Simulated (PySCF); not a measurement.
In(F)(Cl)(NH2) (ClFH2InN), SMILES [NH2][In]([F])[Cl]. Geometry optimised at B3LYP-D3(BJ)/def2-SVP. The def2 effective core potentials stand for the cores of In; spin–orbit coupling is left out. Other conformers were not sampled.

Task: Give the equilibrium geometry at B3LYP-D3(BJ)/def2-SVP (PySCF confirms it by a frequency run) as Cartesian coordinates in Å. (The exact figures need the calculation; the answer reports its results.)

Result: Several could match; the one computed here: 
```xyz
6

In     0.0635     0.0425    -0.2452
F      1.9145    -0.4651    -0.6467
Cl    -0.6248    -0.4639     1.9393
N     -0.9962     1.1426    -1.5846
H     -2.0066     1.0395    -1.4887
H     -0.7399     0.9545    -2.5543
```
